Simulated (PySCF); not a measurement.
Two species compared at the same levels of theory.

First species: C7H14Ge.
SMILES: `[CH2]1C[C@@H](C2CC2)[CH2][GeH2]1`

Second species: C7H14Ge.
SMILES: `C=C[C@H]1[C@@H](CC)[CH2][GeH2]1`

Levels: B3LYP/def2-SVPD for HOMO energy, LUMO energy, HOMO–LUMO gap and static isotropic polarisability; TDDFT B3LYP/def2-SVPD for lowest singlet excitation; TDA B3LYP/def2-SVPD for lowest triplet excitation (Tamm–Dancoff); ΔSCF B3LYP/def2-SVPD for vertical ionisation energy. Geometries: PBE0-D3(BJ)/def2-SVP. Each species is one conformer at its optimised geometry, gas phase, non-relativistic unless stated. Electronic properties by PySCF.

The conformers computed, where there is a choice (atom-mapped SMILES and torsion angles):
- `[CH2:1]=[CH:2][C@@H:3]1[GeH2:4][CH2:5][C@@H:6]1[CH2:7][CH3:8]`: C1–C2–C3–Ge4 -129°, C5–C6–C7–C8 64°

The conformers of `[CH2]1C[C@@H](C2CC2)[CH2][GeH2]1` aren't listed.

(1) Which has the higher LUMO energy?

(2) Which of the two has the higher HOMO energy, and by how much?

(3) Which has the higher vertical ionisation energy?

(4) Which of the two has the higher S1 energy, and by how much?

(5) Which of the two has the higher static isotropic polarisability, and by how much?

(6) Which has the higher T1 energy?

(7) Which has the higher HOMO–LUMO gap?

## Answers

(1) The first: 0.27 eV against -0.24 eV, a difference of 0.51 eV.

(2) The second: -6.49 eV against -7.55 eV, a difference of 1.06 eV.

(3) The first: 9.40 eV against 8.41 eV, a difference of 0.99 eV.

(4) The first: 6.96 eV against 5.70 eV, a difference of 1.26 eV.

(5) The second: 118.7 au against 109.7 au, a difference of 9.0 au.

(6) The first: 6.71 eV against 4.12 eV, a difference of 2.59 eV.

(7) The first: 7.82 eV against 6.25 eV, a difference of 1.57 eV.

On the first: The principal polarisabilities are 97.1, 105.9 and 126.1 au; their mean is the isotropic value. S1 lies 0.86 eV below the HOMO–LUMO gap; its leading configuration is HOMO→LUMO, weight 0.96. Relativistic effects, spin–orbit coupling among them, are left out although an element past zinc is present.

On the second: The principal polarisabilities are 95.9, 126.2 and 134.1 au; their mean is the isotropic value. The 10 singlets span 5.70 to 7.18 eV, and their oscillator strengths add up to 0.58. Relativistic effects, spin–orbit coupling among them, are left out although an element past zinc is present.
